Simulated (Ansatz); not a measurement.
System: SiCl, net charge 0, doublet state. SMILES: [Si]Cl
Coordinates optimised at B3LYP-D3(BJ)/def2-TZVP (Ansatz, a program for electronic structure):
```xyz
2

Si     0.0000     0.0000    -1.1428
Cl     0.0000     0.0000     0.9411
```
Charge 0, spin multiplicity 2.

PBE beside other levels, property by property. Cores are frozen in the correlated levels unless marked. Open shells are spin-unrestricted. No spin-orbit coupling. Non-relativistic. CBS marks a two-point X^-3 extrapolation of the correlation energy; Hartree-Fock from the larger set (for Q and 5 zeta extrapolated as (X+1)exp(-9√X)). Atomisation energies are electronic, to ground-state atoms; the column to compare with has the core term from cc-pwCVTZ added, other frozen-core levels have none. Vertical energies are electronic, to the SCF solution reached for that spin. Anions need diffuse functions, of which def2-TZVPD holds fewer than the aug- sets. The coupled-cluster column (Ansatz) is a level with limits of its own: (a) CCSD(T)/CBS(aug-cc-pV(T+d)Z,aug-cc-pV(Q+d)Z); (b) CCSD(T)/CBS(cc-pV(Q+d)Z,cc-pV(5+d)Z).

```
property                                        PBE/def2-TZVPD (Ansatz)  SVWN5/def2-TZVPD (Ansatz)  B3LYP-D3(BJ)/def2-TZVPD (Ansatz + dftd3)  CCSD(T)/aug-cc-pV(D+d)Z (Ansatz)  coupled cluster
----------------------------------------------  -----------------------  -------------------------  ----------------------------------------  --------------------------------  ---------------
vertical ionisation energy to the singlet (eV)                     7.47                       7.48                                      7.53                              7.30         7.51 (a)
vertical electron affinity to the triplet (eV)                     1.05                       1.12                                      1.01                              1.00         1.16 (a)
atomisation energy (kcal/mol)                                     106.2                      120.6                                     102.2                              90.7        103.1 (b)
```

As the rows show:
- vertical ionisation energy to the singlet: PBE lies 0.04 eV below coupled cluster.
- vertical electron affinity to the triplet: PBE lies 0.11 eV below coupled cluster.
- atomisation energy: PBE lies 3.1 kcal/mol above coupled cluster.
